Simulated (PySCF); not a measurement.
**Electron correlation in Cd (cadmium, neutral)**

[Kr] 4d10 5s1 6s1, high-spin 3S determinant (an excited configuration). All numbers are calculated (PySCF 2.14, a scalar-relativistic core potential, in aug-cc-pVDZ-PP with ECP28MDF). Frozen: 4s2 4p6; 12 electrons correlated.

| level | correlation energy (mhartree) |
| --- | --- |
| CCSD | -317.59 |
| (T) | -6.05 |
| CCSD(T) | -323.64 |

Diagnostics: T1 = 0.0069, D1 = 0.0269, largest double amplitude 0.043.

Is a single reference adequate?

Yes, within this model without spin-orbit coupling: T1 lies below 0.03 and no double amplitude reaches 0.07.
